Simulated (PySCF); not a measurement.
H₂O₅Os, multiplicity 1. Atoms are numbered in the order given.

```xyz
8

Os     0.0000     0.0000    -0.0274
O     -1.6229     0.1729     0.5798
O      1.6229    -0.1729     0.5798
O      0.0000     0.0000    -1.7450
O      0.2453     1.8864     0.3658
H     -0.6244     2.3320     0.4563
O     -0.2453    -1.8864     0.3658
H      0.6244    -2.3320     0.4563
```

Geometry: PBE-D3(BJ)/def2-SVP. The spin state was assumed, not searched. The def2 effective core potentials stand for the cores of Os; spin–orbit coupling is left out. The values are those of a single conformer.

Level of theory: PySCF 2.14.0 with PBE-D3(BJ)/def2-SVP.

Frequencies are harmonic and unscaled.

**Question.** List the normal modes with their intensities. (Estimate from the structure and the level; the computed values follow.)

**Answer.** 
```tsv
mode	ν (cm⁻¹)	IR (km/mol)	moving atoms (share of kinetic energy)
1	103	1.2	O 90 %
2	243	31.4	O 84 %, Os 14 %
3	263	32.6	O 85 %, H 12 %
4	293	4.9	O 92 %
5	306	0.5	O 79 %, Os 17 %
6	320	5.6	O 82 %, Os 15 %
7	374	17.6	O 86 %, H 13 %
8	498	5.4	H 83 %, O 17 %
9	538	176.7	H 80 %, O 20 %
10	613	0.9	O 97 %
11	632	120.4	O 86 %, Os 11 %
12	896	136.3	O 76 %, H 14 %, Os 9 %
13	903	30.3	O 96 %
14	934	23.3	H 74 %, O 25 %
15	950	191.4	H 75 %, O 21 %
16	952	35.4	O 77 %, H 17 %
17	3646	210.4	H 94 %
18	3650	8.4	H 94 %
```
